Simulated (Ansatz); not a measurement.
C3H10OSi can be A, `CC(C)[SiH2]O`, or B, `CC(C)(O)[SiH3]`.

Computed with Ansatz on PBE0-D4/def2-TZVP structures; ΔE is electronic, products minus reactants. CBS: MP2 limit from def2 TZ/QZ plus the TZ coupled-cluster correction, frozen cores. DFT in def2-TZVPP. B3LYP here is the variant with VWN-RPA as its local correlation; programs differ in this. One conformer a species, not always the lowest.

Which isomer does CCSD(T)/CBS put lower? Give the gap. (Estimate.)

The calculation gave: A, by 40.9 kcal/mol.

Give E(B) − E(A) in kcal/mol with LDA (SPW92), MP2/def2-TZVPP, B3LYP-D4, PBE-D4, CCSD(T)/def2-TZVPP, ωB97M-V, B2PLYP. (Best estimate.)

Ansatz gave: LDA (SPW92) 36.6, MP2/def2-TZVPP 42.3, B3LYP-D4 40.0, PBE-D4 37.9, CCSD(T)/def2-TZVPP 40.3, ωB97M-V 40.2, B2PLYP 41.2. None reverses the order clearly.

Does the order hold for the free energy at 298.15 K (harmonic terms from PBE0-D4)? (Estimate.)

The calculation gave: Yes: G(B) − G(A) = +39.8 kcal/mol, for one conformer each.

Largest T1 diagnostic: 0.010.

Leaving LDA and LC-ωPBE aside and taking each functional with its dispersion term where it has one, the values, not all of them listed here, spread over 4.2 kcal/mol, from revPBE-D4 to BHLYP-D4. LDA lies −1.5 kcal/mol from PBE without D4. From r2SCAN to r2SCAN0 (25 % exact exchange), in def2-TZVPP and without D4, E(B) − E(A) moves by +0.9 kcal/mol.
